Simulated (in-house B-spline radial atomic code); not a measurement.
A run on an ion of nuclear charge 60 with 60.4 electrons that did not converge. Method: scalar-relativistic (X2C) revTPSS, spin-polarised, spherical fractional occupations, Fermi nucleus of rms radius 4.9123 fm; computed with an all-electron radial atomic-structure program (B-spline basis).

Command:
```bash
python run_scf.py task.json out
```
Settings (nuclear radius in fm, mass in u):
```
Z                60
configuration    [Xe] 4f4.4 6s2
hamiltonian      x2c
method           revtpss,revtpss
spin_polarised   True
nucleus          fermi
rms_radius       4.9123
atomic_mass      141.90773
speed_of_light   137.035999084
```

First and last ten iterations of the last attempt (damped for 15 steps, keeping 80 % of the old Fock matrix, then DIIS):
```
 iter        energy (Eh)    residual
    1       -9613.386235    2.21e-01
    2       -9613.578703    4.56e-01
    3       -9617.828382    2.85e-01
    4       -9619.932475    1.79e-01
    5       -9620.913979    1.12e-01
    6       -9621.347282    7.26e-02
    7       -9621.531064    4.49e-02
    8       -9621.608673    3.21e-02
    9       -9621.643260    2.37e-02
   10       -9621.660343    1.84e-02
  111       -9614.638855    2.15e-01
  112       -9614.637682    2.15e-01
  113       -9614.627654    2.15e-01
  114       -9621.675239    9.21e-03
  115       -9621.674598    9.55e-03
  116       -9614.549276    2.18e-01
  117       -9614.549863    2.18e-01
  118       -9613.539179    2.19e-01
  119       -9613.543034    2.19e-01
  120       -9613.562262    2.19e-01
 not converged after 120 iterations
```

The smallest residual met was 6.7e-03; the threshold is about 6e-07. No energy from this run should be used. The likely cause: this method binds the added charge weakly or not at all at the basis-set limit, so charge moves back and forth between the atom and the box. Run time, properties included: 4 s on 1 thread of Intel(R) Xeon(R) Platinum 8488C (shared host).
